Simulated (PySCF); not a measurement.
An unknown gives this computed stick spectrum. Method: TDDFT CAM-B3LYP/def2-SVPD, vertical, gas phase, core orbitals frozen in the response (PySCF). Geometries: PBE0-D3(BJ)/def2-SVP, one conformer each. Relativistic effects are left out although some hold elements past zinc.

| state | E (eV) | f | main configurations (H = HOMO, L = LUMO) |
| --- | --- | --- | --- |
| S1 | 3.43 | 0.0000 | H→L (99%) |
| S2 | 5.54 | 0.183 | H-1→L (84%), H→L+1 (9%) |
| S3 | 6.21 | 0.142 | H→L+1 (83%), H-1→L (9%) |
| S4 | 6.83 | 0.012 | H-1→L+1 (91%) |
| S5 | 6.96 | 0.020 | H→L+3 (78%), H→L+2 (14%) |
| S6 | 6.99 | 0.0009 | H-2→L (97%) |
| S7 | 7.36 | 0.011 | H→L+2 (72%), H→L+3 (14%) |
| S8 | 7.69 | 0.0009 | H→L+5 (95%) |
| S9 | 7.91 | 0.018 | H-1→L+2 (62%), H-1→L+3 (22%) |
| S10 | 7.95 | 0.060 | H→L+4 (77%) |

Triplets computed (Tamm–Dancoff): 3.08, 3.41, 5.77, 6.29 eV.

Orbital energies (eV): HOMO-3 -12.74, HOMO-2 -11.81, HOMO-1 -9.08, HOMO -8.17, LUMO -0.50, LUMO+1 0.91, LUMO+2 1.76.

**Question.** Which candidate is it?
A. `C#[C][GeH2][SH]`
B. `CC(O)=S`
C. `OB(O)SC`
D. `CB(O)O`

**Answer.** B. Its S1, at 3.43 eV, is the lowest among the candidates; the nearest of the others has S1 at 5.64 eV. S1 is HOMO→LUMO (99%). S1 has the pattern of n→π* at C=S. At the same level the other candidates give, for their lowest levels:
- `CB(O)O`: 7.92 eV (f 0.049); 8.02 eV (f 0.000); 8.65 eV (f 0.001); 8.80 eV (f 0.038); 8.87 eV (f 0.002); T1 7.70 eV; HOMO -10.54, LUMO 0.47 eV
- `CSB(O)O`: 5.85 eV (f 0.000); 6.28 eV (f 0.021); 7.25 eV (f 0.081); 7.41 eV (f 0.017); 7.76 eV (f 0.050); T1 5.42 eV; HOMO -8.58, LUMO 0.58 eV
- `C#[C][GeH2][SH]`: 5.64 eV (f 0.018); 5.93 eV (f 0.000); 5.99 eV (f 0.019); 6.26 eV (f 0.010); 6.29 eV (f 0.005); T1 4.90 eV; HOMO -8.78, LUMO 0.27 eV

Shape of the structure used: `[CH3:1][C:2]([OH:3])=[S:4]`: H–O3–C2–C1 180°.
